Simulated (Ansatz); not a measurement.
`O=[C](O)[GeH3]` + `C[NH][InH2]` → `C[N]([GeH3])[InH2]` + `O=CO` at 700 K and 1 bar (ligand exchange at a Ge–C bond).

Gas-phase electronic energies from Ansatz, PBE0-D4/def2-TZVP geometries. CBS: MP2 limit from def2 TZ/QZ plus the TZ coupled-cluster correction, frozen cores. This one scheme is used for every species. def2 core potentials past Kr. For Ge, In outer-core shells are correlated without core-valence functions, which leaves a few kJ/mol of doubt a bond. Scalar relativity is left out up to krypton. Each species was taken in one conformer, which may not be the lowest.

| species | CCSD(T)/CBS energy (Eh) | H − E (kJ/mol) | S (J/(mol·K)) |
| --- | --- | --- | --- |
| `O=[C](O)[GeH3]` | -2266.90720 | 186.6 | 424.6 |
| `C[NH][InH2]` | -286.14916 | 235.3 | 412.7 |
| `C[N]([GeH3])[InH2]` | -2363.46641 | 296.6 | 517.6 |
| `O=CO` | -189.60296 | 123.9 | 296.8 |

H − E and S are ideal-gas, rigid-rotor, harmonic terms from PBE0-D4/def2-TZVP, for one conformer and one mirror image of each species. 1 Eh = 2625.50 kJ/mol, R = 8.31446 J/(mol·K).

By hand: ΔE, ΔH, ΔS and ΔG.

ΔE = (-2363.46641) + (-189.60296) − (-2266.90720) − (-286.14916) = -0.01301 Eh = -34.2 kJ/mol. Δ(H − E) = 296.6 + 123.9 − 186.6 − 235.3 = -1.4, so ΔH = -35.6 kJ/mol. ΔS = 517.6 + 296.8 − 424.6 − 412.7 = -22.9 J/(mol·K). ΔG = -35.6 − 700 × (-22.9)/1000 = -19.6 kJ/mol.

By hand: the equilibrium constant, and the temperature at which ΔG would vanish if ΔH and ΔS stayed fixed.

log₁₀ K = −ΔG/(RT ln 10) = 1.5. ΔG = 0 at ΔH/ΔS = 1555 K.

TΔS isn't small against ΔH here. A doubt of 5 kJ/mol in ΔE shifts log₁₀ K by 0.4 here. Other conformers and mirror images would add mixing entropy, several J/(mol·K) or more a flexible species. Modes under 60 cm⁻¹, often nearly free rotors, make the harmonic entropy too high. These are equilibria of isolated gas molecules and say nothing of rates. Largest T1 diagnostic: 0.016 (customary marks: 0.02 for closed shells, 0.045 for open ones).
